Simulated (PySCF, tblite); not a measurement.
Isomers of C3H8O3S2, one GFN2-xTB conformer each. Single-point energies are computed at PBE0/pcSseg-1 (PySCF, gas phase, no added dispersion term), electronic only.

```
              SMILES  GFN2-xTB relative energy (kcal/mol)
C[S@](=O)CS(C)(=O)=O                                 28.1
      CSCCS(=O)(=O)O                                  0.0
```

Conformers: `[CH3:1][S@:2](=[O:3])[CH2:4][S:5]([CH3:6])(=[O:7])=[O:8]` with C1–S2–C4–S5 69°, S2–C4–S5–C6 64°; `[CH3:1][S:2][CH2:3][CH2:4][S:5](=[O:6])(=[O:7])[OH:8]` with C1–S2–C3–C4 84°, S2–C3–C4–S5 -79°, C3–C4–S5–O6 99°, C4–S5–O8–H -136°.

Q: What does PBE0/pcSseg-1 give for the same structures?

A: 
```
              SMILES  PBE0/pcSseg-1 E (Eh)  PBE0/pcSseg-1 (kcal/mol)  GFN2-xTB (kcal/mol)  point group
      CSCCS(=O)(=O)O           -1140.39455                       0.0                  0.0           C1
C[S@](=O)CS(C)(=O)=O           -1140.34223                      32.8                 28.1           C1
```

Both levels put the same isomer lowest. As drawn, the lower has an O–H bond, which the higher lacks.

Q: Which frontier levels, dipoles and rotational constants go with these structures?

A: 
```
              SMILES  HOMO (eV, PBE0/pcSseg-1)  LUMO (eV)  dipole (D)       A, B, C (MHz)
      CSCCS(=O)(=O)O                     -6.55       0.73        2.55  2795, 989.8, 889.2
C[S@](=O)CS(C)(=O)=O                     -7.23       0.01        2.90   2583, 1086, 992.2
```

Q: What happens when harmonic zero-point energies from GFN2-xTB frequencies are added?

A: 
| SMILES | ZPE (kcal/mol) | electronic (kcal/mol) | with ZPE (kcal/mol) |
| --- | --- | --- | --- |
| CSCCS(=O)(=O)O | 72.1 | 0.0 | 0.0 |
| C[S@](=O)CS(C)(=O)=O | 71.6 | 32.8 | 32.3 |

The zero-point energies span 0.5 kcal/mol. The order is unchanged.
